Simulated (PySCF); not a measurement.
# Telling isomers of C$_{8}$H$_{7}$FO apart by NMR

Non-relativistic, fast rotation and ring inversion assumed for equivalent nuclei, isolated molecule, one computed conformer. GIAO PBE0/pcSseg-1 shieldings; structure optimised with GFN2-xTB; PySCF 2.14.

Referencing at the same level of theory: $^{1}$H, $^{13}$C vs TMS. Splittings of carbon signals by F and P are missing where no couplings were computed. Where no couplings were computed, multiplicities follow the n + 1 count of equivalent neighbours, and m marks all less simple cases (inequivalent or close neighbours, rings, F or P nearby). Shifts are as computed. Against solution values, carbons near 30 ppm lie about +3 ppm off and those near 130 ppm about +5 ppm. Of 1211 compounds with measured shifts, 218 miss one by over three times the rms of a fit or turn the order of signals round; such compounds aren't used in these exercises.

(1) Tabulate the signals of `C#C[C@H]1CO/C(=C/F)C1=C`, `O=Cc1ccc(CF)cc1`, `Cc1cccc(C(=O)F)c1` and their relative energies.

(2) What is the quickest way to tell O=Cc1ccc(CF)cc1 from Cc1cccc(C(=O)F)c1?

(3) What is the quickest way to tell C#C[C@H]1CO/C(=C/F)C1=C from Cc1cccc(C(=O)F)c1?

(4) What is the quickest way to tell C#C[C@H]1CO/C(=C/F)C1=C from O=Cc1ccc(CF)cc1?

Answers

(1) 
| SMILES | carbon types | δC | δH | E rel. (kcal/mol) |
| --- | --- | --- | --- | --- |
| C#C[C@H]1CO/C(=C/F)C1=C | 3×C 3×CH 2×CH2 | 153.8, 147.3, 147.2, 122.2, 87.0, 78.7, 78.3, 38.2 | 7.44 (m, 1H), 6.38 (br s, 1H), 6.16 (br s, 1H), 4.59 (m, 1H), 4.21 (m, 1H), 3.88 (m, 1H), 1.69 (d, 1H) | 103.3 |
| O=Cc1ccc(CF)cc1 | 2×C 5×CH 1×CH2 | 195.3, 151.8, 139.9, 137.2, 128.4, 86.7 | 10.20 (s, 1H), 8.29 (d, 2H), 7.77 (m, 2H), 6.01 (m, 2H) | 22.6 |
| Cc1cccc(C(=O)F)c1 | 3×C 4×CH 1×CH3 | 166.1, 144.9, 142.2, 140.4, 135.8, 134.2, 129.8, 23.8 | 8.41 (m, 1H), 8.24 (m, 1H), 7.83 (m, 1H), 7.76 (m, 1H), 2.61 (s, 3H) | 0.0 |

Energies are electronic energies at PBE0/pcSseg-1 on these geometries, without zero-point or thermal terms, each for the one conformer computed, which needn't be the lowest.

(2) Count the carbon signals: 6 against 8. The first has an sp3 CH2 bonded to F, on an aromatic ring at 86.7 ppm, the second a methyl carbon on an aromatic ring (CH3) at 23.8 ppm. Their most deshielded carbons lie at 195.3 and 166.1 ppm. In the proton spectra the most deshielded non-exchanging signals are 10.20 (s, 1H) and 8.41 (m, 1H).

(3) Both give the same number of carbon signals, but DEPT or the intensities differ. The first has a terminal =CH2 carbon at 122.2 ppm, the second a methyl carbon on an aromatic ring (CH3) at 23.8 ppm. Their most deshielded carbons lie at 153.8 and 166.1 ppm. In the proton spectra the most deshielded non-exchanging signals are 7.44 (m, 1H) and 8.41 (m, 1H).

(4) Count the carbon signals: 8 against 6. The first has an allylic sp3 CH at 38.2 ppm, the second an aldehyde carbonyl carbon (CH) at 195.3 ppm. Their most deshielded carbons lie at 153.8 and 195.3 ppm. In the proton spectra the most deshielded non-exchanging signals are 7.44 (m, 1H) and 10.20 (s, 1H).
